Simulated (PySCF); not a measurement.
Ligands exchanged one at a time, Si OH-H. Isolated molecules, 0 K electronic values unless said otherwise. One relaxed conformer stands for each flexible species; it need not be the lowest. Strings in code marks are SMILES.

The four lowest singlet excitations (Tamm–Dancoff). Calculation: PBE0-D3(BJ)/def2-TZVP (PySCF 2.14.0). Excitations are Tamm–Dancoff values on a coarser integration grid. The basis has no diffuse functions, so Rydberg states are missing or too high.

```tsv
state	energy (eV)	wavelength (nm)	oscillator strength
S1	8.43	147	0.070
S2	8.56	145	0.020
S3	8.56	145	0.019
S4	9.01	138	0.049
```

**Question.** Which member gives these states?
(A) `O[SiH2]O` (H–O–Si–O torsion 66°, O–Si–O–H torsion 66°)
(B) `O[Si](O)(O)O`
(C) `O[SiH](O)O`

**Answer.** C, `O[SiH](O)O`
